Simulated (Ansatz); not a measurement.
`CCB(F)Br` → `CB(Br)CF`  (isomerisation)

Program: Ansatz. Geometries: PBE0-D4/def2-TZVP. ΔE: electronic, gas phase. CBS: MP2 limit from def2 TZ/QZ plus the TZ coupled-cluster correction, frozen cores. DFT in def2-TZVPP. B3LYP here is the variant with VWN-RPA as its local correlation; programs differ in this. For Br outer-core shells are correlated without core-valence functions, which leaves a few kJ/mol of doubt a bond. Scalar relativity is left out up to krypton. Each species was taken in one conformer, which may not be the lowest.

`CCB(F)Br`:

Z-matrix (Å, degrees):
```
C
C 1 1.524
H 1 1.092 2 111.2
H 1 1.092 2 111.4 3 -120.2
H 1 1.092 2 111.4 3 120.2
B 2 1.556 1 115.4 3 -179.9
H 2 1.097 1 111.1 3 57.5
H 2 1.098 1 111.1 3 -57.4
Br 6 1.928 2 121.5 1 -179.7
F 6 1.317 2 122.3 1 0.4
```

`CB(Br)CF`:

```xyz
10

C    -0.777   -0.020   -1.168
B     0.426   -0.246   -0.225
Br    2.065   -1.038   -0.854
C     0.438    0.162    1.287
F    -0.757    0.740    1.698
H    -0.698   -0.512   -2.136
H    -0.868    1.062   -1.337
H    -1.710   -0.306   -0.673
H     1.250    0.872    1.490
H     0.631   -0.714    1.919
```

| species | B3LYP energy (Eh) |
| --- | --- |
| `CCB(F)Br` | -2778.29837 |
| `CB(Br)CF` | -2778.23093 |

Q: Work out ΔE.

A: ΔE = (-2778.23093) − (-2778.29837) = 0.06744 Eh = +177.1 kJ/mol. CCSD(T)/CBS gives +182.9 kJ/mol.

Largest T1 diagnostic among the species: 0.010.

From PBE to PBE0 (25 % exact exchange), in def2-TZVPP and without D4, ΔE moves by +4.3 kJ/mol.
